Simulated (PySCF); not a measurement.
C4CoO4, SMILES [O+]#[C-]->[Co+](<-[C-]#[O+])(<-[C-]#[O+])<-[C-]#[O+], charge +1, multiplicity 1. Atoms are numbered in the order given.

```xyz
9

Co     0.0000     0.0000     0.0000
O      2.1054     2.1054     0.0266
C      1.3086     1.3086     0.0141
O     -2.1054    -2.1054     0.0266
C     -1.3086    -1.3086     0.0141
O      2.1054    -2.1054    -0.0266
C      1.3086    -1.3086    -0.0141
O     -2.1054     2.1054    -0.0266
C     -1.3086     1.3086    -0.0141
```
Charge +1, spin multiplicity 1.

Geometry: B3LYP-D3(BJ)/def2-SVP. The spin state was assumed, not searched. The isomer is the one that the SMILES or the coordinates give; other isomers of the formula were not compared.

Level of theory: HF/def2-TZVP run with PySCF.

Symmetry labels are those of the subgroup D2 that the program uses (full group D2d).

Problem. List the valence orbital energies around the gap with their symmetry. (The exact figures need the calculation; the answer reports its results.)

Solution. 
```csv
orbital,symmetry,energy (eV)
HOMO−7,B1,-22.52
HOMO−6,B1,-22.03
HOMO−5,B2,-21.99
HOMO−4,B3,-21.99
HOMO−3,A,-19.42
HOMO−2,B2,-17.98
HOMO−1,B3,-17.98
HOMO,A,-17.12
LUMO,B1,-4.67
LUMO+1,A,-2.79
LUMO+2,A,-1.64
LUMO+3,B2,-1.49
```
